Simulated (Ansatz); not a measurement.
```yaml
crystal:
  periodic: [false, false, false]
  atoms:
    - {symbol: Be, position_ang: [-0.057989, -0.275323, -1.015411]}
    - {symbol: Be, position_ang: [0.058102, 0.274787, 1.015560]}
    - {symbol: Se, position_ang: [-1.761216, -0.218053, 0.159738]}
    - {symbol: Se, position_ang: [1.761113, 0.218590, -0.159888]}
basis:
  gaussian: {orbitals: cc-pVDZ}
total_charge: 2
hamiltonian: {xc: {name: CCSD(T)}}
accuracy: high
output: {forces: true}
```

```sh
$ ansatz run in.yaml --threads 4 --pin off --events-out ev --progress --plain --max-ram 3916MiB
```

It prints (some lines left out):

```
Error: YAML parse error: error: line 11 column 19: hamiltonian.xc: no functional is named "CCSD(T)"; the names, which are not case-sensitive, are SVWN5, SPW92, PBE, PBE0, PBEsol, revPBE, revPBE0, RPBE, rPW86-PBE, HSE06, wPBEh, LC-wPBE, HISS, HF, BLYP, B3LYP, B3LYP5, BHLYP, CAM-B3LYP, r2SCAN, r2SCANh, r2SCAN0, r2SCAN50, m-r2SCAN, B97, wB97, wB97X, wB97X-V, B97M-V, wB97M-V, B2PLYP, B2GP-PLYP, PBE0-DH, PBE-QIDH
 9 |   gaussian: {orbitals: cc-pVDZ}
10 | total_charge: 2
11 | hamiltonian: {xc: {name: CCSD(T)}}
12 | accuracy: high
13 | output: {forces: true}
```

In this input the method's name isn't one that the program takes here. The input was rejected before any iteration.
